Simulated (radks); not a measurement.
Dy3+, configuration [Xe] 4f9.

Calculated with a radial shooting solver on a logarithmic mesh with Libxc functionals: scalar-relativistic Kohn-Sham, SCAN, spin-polarised, spherical densities, finite nucleus; open shells are filled with parallel spins first (spin-orbit coupling, left out, can overturn this in heavy ions); meta-GGA in the generalised Kohn-Sham scheme; Fermi nuclear charge, rms radius 5.2218 fm.

Energy parts (hartree):
| part | energy |
|---|---|
| total | -12156.6621 |
| kinetic | 13114.1030 |
| electron-nucleus | -29674.1039 |
| Hartree | 4666.7131 |
| exchange-correlation | -263.3743 |

Orbitals (lengths in bohr, moments of r in powers of bohr; r(max) is where P^2 peaks):
| orbital | occ. | eigenvalue (hartree) | r(max) | <r> |
|---|---|---|---|---|
| 1s down | 1 | -1975.639 | 0.01338 | 0.02112 |
| 1s up | 1 | -1975.639 | 0.01338 | 0.02112 |
| 2s up | 1 | -330.8245 | 0.07596 | 0.08973 |
| 2s down | 1 | -330.8208 | 0.07596 | 0.08972 |
| 2p up | 3 | -293.5190 | 0.06170 | 0.07945 |
| 2p down | 3 | -293.5164 | 0.06170 | 0.07945 |
| 3s up | 1 | -74.98687 | 0.2151 | 0.2343 |
| 3s down | 1 | -74.89544 | 0.2150 | 0.2341 |
| 3p up | 3 | -63.45422 | 0.2115 | 0.2333 |
| 3p down | 3 | -63.35975 | 0.2114 | 0.2331 |
| 3d up | 5 | -48.61965 | 0.1733 | 0.2123 |
| 3d down | 5 | -48.54290 | 0.1731 | 0.2121 |
| 4s up | 1 | -16.03502 | 0.4943 | 0.5291 |
| 4s down | 1 | -15.83125 | 0.4941 | 0.5296 |
| 4p up | 3 | -12.21405 | 0.5159 | 0.5602 |
| 4p down | 3 | -12.01132 | 0.5157 | 0.5610 |
| 4d up | 5 | -6.99990 | 0.5342 | 0.6072 |
| 4d down | 5 | -6.79488 | 0.5342 | 0.6092 |
| 5s up | 1 | -2.93683 | 1.138 | 1.267 |
| 5s down | 1 | -2.88531 | 1.154 | 1.289 |
| 5p up | 3 | -2.00765 | 1.293 | 1.468 |
| 5p down | 3 | -1.96842 | 1.307 | 1.488 |
| 4f up | 7 | -1.34818 | 0.5336 | 0.7936 |
| 4f down | 2 | -1.15236 | 0.5365 | 0.8246 |

The highest occupied level is 4f down at -31.357 eV. The spin density at the nucleus is 4.65 e/bohr^3 (1s 0.03, 2s -1.47, 3s -19.84, 4s 7.53, 5s 18.40). The density falls to 0.001 e/bohr^3 at r = 3.17 bohr. Spin moment in Bohr magnetons: 5. The electron density at the nucleus is 7.773e+05 e/bohr^3 (large components only). For comparison, the ionisation energy in NIST's Atomic Spectra Database is 41.2 eV (semi-empirical). In exact Kohn-Sham theory the highest level is minus the ionisation energy, but local and semilocal functionals leave it too shallow, through self-interaction and a potential that decays too fast; potentials with the right tail come closer. Summed over all electrons, <r^2> = 34.09 bohr^2, which gives a Langevin (diamagnetic) susceptibility term of -27 x 10^-6 cm^3/mol.

Empty levels of this run are not shown, since the potential may be unsettled where no density lies.
